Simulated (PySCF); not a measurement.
BF2, multiplicity 2. Atoms are numbered in the order given.

```xyz
3

F      0.0000    -1.1422    -0.1396
B      0.0000     0.0000     0.5025
F      0.0000     1.1422    -0.1396
```
Charge 0, spin multiplicity 2.

Geometry: B3LYP-D3(BJ)/def2-TZVP. The isomer is the one that the SMILES or the coordinates give; other isomers of the formula were not compared.

Calculation: PySCF 2.14.0 with B3LYP-D3(BJ)/def2-TZVP.

Frequencies are harmonic and unscaled.

```csv
mode,ν (cm⁻¹),IR (km/mol),moving atoms (share of kinetic energy)
1,519,22.7,"F 76 %, B 24 %"
2,1157,103.7,"B 54 %, F 46 %"
3,1420,363.5,"B 73 %, F 27 %"
```
